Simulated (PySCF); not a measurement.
## Excitation energy of I²⁺ by level of theory

I²⁺ [Kr] 4d10 5s2 5p3 (4S) → I²⁺ [Kr] 4d10 5s1 5p4 (4P), as a difference of total energies. Calculation: PySCF 2.14, in aug-cc-pVTZ-PP with one added diffuse shell each of d, f type with ECP28MDF (6s5p5d3f, 67 functions); scalar relativity through the core potential. Correlated levels: valence: 4s2 4p6 4d10 frozen. The calculations carry no spin-orbit coupling.

```json
{"method": "UHF", "excitation energy (eV)": "11.121"}
{"method": "MP2 (valence)", "excitation energy (eV)": "11.054"}
{"method": "SCS-MP2 (valence)", "excitation energy (eV)": "11.038"}
{"method": "CCSD (valence)", "excitation energy (eV)": "10.614"}
{"method": "CCSD(T) (valence)", "excitation energy (eV)": "10.512"}
```

Q: How much does correlation contribute at CCSD(T) (valence)?

A: 10.512 − (11.121) = -0.609 eV, measured against UHF.

The coupled-cluster amplitudes are large for the upper state (T1 above 0.03 or a double amplitude above 0.15), so a single reference is strained.
